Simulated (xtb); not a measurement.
Species: C₄H₄, SMILES `C#CC=C` (charge 0, multiplicity 1).

### Question
Give a relaxed geometry from GFN2-xTB in xtb.

### Answer
the end point of this relaxation (outside a Z-matrix the atoms follow the SMILES, hydrogens last).
Cartesian coordinates (Å) in one orientation:
```xyz
8

C      2.057    -0.417    -0.131
C      0.950     0.017     0.040
C     -0.345     0.541     0.242
C     -1.454    -0.106    -0.096
H      3.023    -0.796    -0.279
H     -0.382     1.521     0.703
H     -1.422    -1.081    -0.553
H     -2.428     0.320     0.073
```
